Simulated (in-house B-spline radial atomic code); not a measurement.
**Solving the quasi-particle equation for 5p up of the iodine ion I²⁺**

Configuration [Kr] 4d10 5s2 5p3, highest spin, start Hartree-Fock; correlation leaves out the 10 deepest shells. Computed with an all-electron radial atomic-structure program (B-spline basis): all electrons, scalar-relativistic (spin-free one-electron X2C), finite nucleus, each spin shell either full or empty, empty states to l = 9 with an (l + 1/2)⁻⁴ tail; G0W0 by contour deformation at full frequency.

Spin-orbit coupling, left out, splits p levels strongly here.

Spin-orbit coupling splits this shell strongly; the level is its average.

At the mean-field level ε = -30.325 eV the matrix elements are Σx = -19.85 eV, v_xc = -19.85 eV and Σc(ε) = -0.403 eV, and the slope of the correlation self-energy is dΣc/dω = -0.0212. The quasi-particle energy solves E = ε + Σx − v_xc + Σc(E).

What does the linearised equation give?

Z = 1/(1 − dΣc/dω) = 1/1.0212 = 0.9792. The first-order shift is Σx − v_xc + Σc(ε) = -19.85 − (-19.85) + (-0.403) = -0.403 eV, so E ≈ ε + Z × shift = -30.325 + 0.9792 × (-0.403) = -30.720 eV.

How does that compare with the full solution and with static screening?

Solving the equation at full frequency dependence gives E = -30.720 eV, where Σc = -0.395 eV and the weight is 0.979; the linearised value is off by 1 meV. Leaving Z out would give -30.728 eV. Static COHSEX puts -1.259 eV in place of Σc and gives -31.584 eV, 0.86 eV deeper. The tabulated removal energy is 29.57 ± 0.025 eV (NIST, measured); the run leaves out spin-orbit coupling, Breit and QED terms.
